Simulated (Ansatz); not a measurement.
A made-up structure of NaBGeH₄, closed shell:

| atom | x (Å) | y (Å) | z (Å) |
| --- | --- | --- | --- |
| Na1 | -2.6859 | -1.5703 | -0.0526 |
| B2 | -0.2435 | -1.1754 | 0.1586 |
| Ge3 | 0.4891 | 0.7403 | -0.0653 |
| H4 | 1.0156 | -0.5861 | -0.5587 |
| H5 | 0.0479 | 1.3046 | -1.4418 |
| H6 | -0.1978 | 1.6715 | 0.9688 |
| H7 | 2.0080 | 1.0531 | 0.0418 |

It is relaxed with PBE-D4/def2-SVP and then PBE0-D4/def2-TZVP (Ansatz 0.2.0). Atoms count as bonded within 1.22 times the sum of their covalent radii (H–H: 0.88 Å). The end point is not checked to be a true minimum.

Does its bonding change? (Judge from chemistry; the calculation decides.)

Computed: Yes. Formed: B2–H4; broken: Ge3–H4.

Where it ends: The first stage lowers the energy by 3.23 eV in 11 steps. It ends as NaBGeH₄ ([Na][BH][GeH3]):
```tsv
atom	x (Å)	y (Å)	z (Å)
Na1	-2.5073	-1.5946	0.0603
B2	-0.1198	-0.9787	-0.2206
Ge3	0.4941	0.9810	-0.0485
H4	0.7582	-1.7407	-0.5460
H5	0.0983	1.6527	-1.3934
H6	-0.2810	1.7829	1.0278
H7	1.9908	1.3351	0.1709
```

Labels in which every atom is bracketed show which atoms are joined, not bond orders.

For scale, one of the runs: PBE0-D4/def2-TZVP relaxation, 135 basis functions, launched by `ansatz run in.yaml --threads 2 --pin off --events-out ev --progress --plain --max-ram 4352MiB`. Hardware: 2 CPU threads of an Arm Neoverse V2, shared host. Wall time about 24 s.
